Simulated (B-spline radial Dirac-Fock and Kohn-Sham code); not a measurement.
# Compton profile of Hg¹²⁺

System: mercury as Hg¹²⁺, configuration [Xe] 4f14.

The computed values come from an atomic code on a B-spline grid: the impulse approximation on relativistic Hartree-Fock (Dirac-Fock) wave functions, averaged over the configuration. pz is in atomic units of momentum; subshell profiles are per electron, for a selection of subshells; open shells are spread over both j values by their weights.

| pz | J total | J 2p1/2 | J 2p3/2 | J 4p1/2 | J 5p3/2 |
| --- | --- | --- | --- | --- | --- |
| 0 | 5.317 | 0.0158 | 0.0179 | 0.0921 | 0.218 |
| 0.19 | 5.305 | 0.0158 | 0.0179 | 0.0921 | 0.218 |
| 0.27 | 5.291 | 0.0158 | 0.0179 | 0.0921 | 0.218 |
| 0.37 | 5.268 | 0.0158 | 0.0179 | 0.0921 | 0.218 |
| 0.51 | 5.223 | 0.0158 | 0.0179 | 0.0921 | 0.217 |
| 0.7 | 5.136 | 0.0158 | 0.0179 | 0.0920 | 0.213 |
| 0.98 | 4.955 | 0.0158 | 0.0179 | 0.0918 | 0.202 |
| 1.4 | 4.587 | 0.0158 | 0.0179 | 0.0909 | 0.170 |
| 1.9 | 4.087 | 0.0158 | 0.0179 | 0.0886 | 0.115 |
| 2.6 | 3.499 | 0.0158 | 0.0179 | 0.0818 | 0.0486 |
| 3.6 | 2.981 | 0.0158 | 0.0179 | 0.0656 | 0.0162 |
| 5 | 2.368 | 0.0158 | 0.0178 | 0.0381 | 0.0139 |
| 6.9 | 1.579 | 0.0157 | 0.0177 | 0.0135 | 0.00553 |
| 9.5 | 0.9495 | 0.0154 | 0.0173 | 0.00601 | 0.00137 |
| 13 | 0.5616 | 0.0147 | 0.0161 | 0.00528 | 0.00114 |
| 18 | 0.3006 | 0.0129 | 0.0135 | 0.00185 | 0.000330 |
| 25 | 0.1451 | 0.00949 | 0.00916 | 0.000379 | 8.39e-05 |
| 35 | 0.06245 | 0.00519 | 0.00435 | 0.000317 | 6.89e-05 |
| 48 | 0.02626 | 0.00211 | 0.00147 | 0.000165 | 2.74e-05 |

J(0) = 5.317. The 5p3/2 subshell gives the largest part, 16 %.

Mean momentum ⟨p⟩ by subshell (a.u.): 1s1/2 87.0, 2s1/2 31.1, 2p1/2 40.7, 2p3/2 35.1, 3s1/2 15.6, 3p1/2 18.6, 3p3/2 17.0, 3d3/2 20.4, 3d5/2 19.8, 4s1/2 8.12, 4p1/2 9.13, 4p3/2 8.42, 4d3/2 9.33, 4d5/2 9.09, 4f5/2 9.54, 4f7/2 9.43, 5s1/2 3.81, 5p1/2 4.11, 5p3/2 3.84.
